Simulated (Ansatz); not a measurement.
Cl6W, charge +1, doublet, at a GFN2-xTB geometry of the parent state (such geometries of metal compounds can be far from the true shape) (the multiplicity is a formal guess) (core potentials on W); PBE/def2-SVP (Ansatz, a quantum-chemistry and plane-wave program).

The Ansatz input:
Ansatz 0.2 input:
```yaml
crystal:
  periodic: [false, false, false]
  atoms:
    - {symbol: W, position_ang: [0.00000000, 0.00000000, 0.00000000]}
    - {symbol: Cl, position_ang: [2.10254956, 0.93336534, -0.68471804]}
    - {symbol: Cl, position_ang: [0.64289611, 0.11169313, 2.12638097]}
    - {symbol: Cl, position_ang: [-0.64289611, -0.11169313, -2.12638097]}
    - {symbol: Cl, position_ang: [-2.10254956, -0.93336534, 0.68471804]}
    - {symbol: Cl, position_ang: [-0.85580350, 2.23794308, 0.14119289]}
    - {symbol: Cl, position_ang: [0.85580350, -2.23794308, -0.14119289]}
basis:
  gaussian:
    orbitals: def2-SVP
hamiltonian:
  xc: pbe
total_charge: 1
magnetization: {spin_polarized: true, initial_magnetization: 1}
```

The log (banner, timings and long lists left out):

```
Functional definition: PBE
1477 factors; their error is unknown
mean field evaluation 1: about -76903.7831 eV, gradient 1.7e1 eV
mean field evaluation 2: about -76888.6608 eV, gradient 6.1e1 eV
mean field evaluation 4: about -76904.6757 eV, gradient 7.3e0 eV
mean field evaluation 8: about -76904.3184 eV, gradient 8.8e0 eV
mean field evaluation 16: about -76905.0563 eV, gradient 1.3e-4 eV
mean field evaluation 32: about -76905.0602 eV, gradient 2.5e-6 eV
mean field evaluation 64: about -76904.5168 eV, gradient 2.6e0 eV
mean field evaluation 96: about -76904.6330 eV, gradient 5.9e-1 eV
mean field evaluation 128: about -76904.4327 eV, gradient 1.8e0 eV
mean field evaluation 160: about -76903.3207 eV, gradient 3.2e0 eV
mean field evaluation 192: about -76904.5842 eV, gradient 4.1e-2 eV
mean field -76905.06019979 eV, -2826.2088342203 hartree, gradient 1.3e-6 eV, S^2 0.756339; 16 other end points of the search recorded, 0 dependent functions left out
reference -76905.06027008 eV, -2826.2088368035 hartree; 58, 57 occupied and 82, 83 virtual orbitals, 1477 factors
Total energy: -76905.06027008 eV, -2826.2088368035 hartree
```
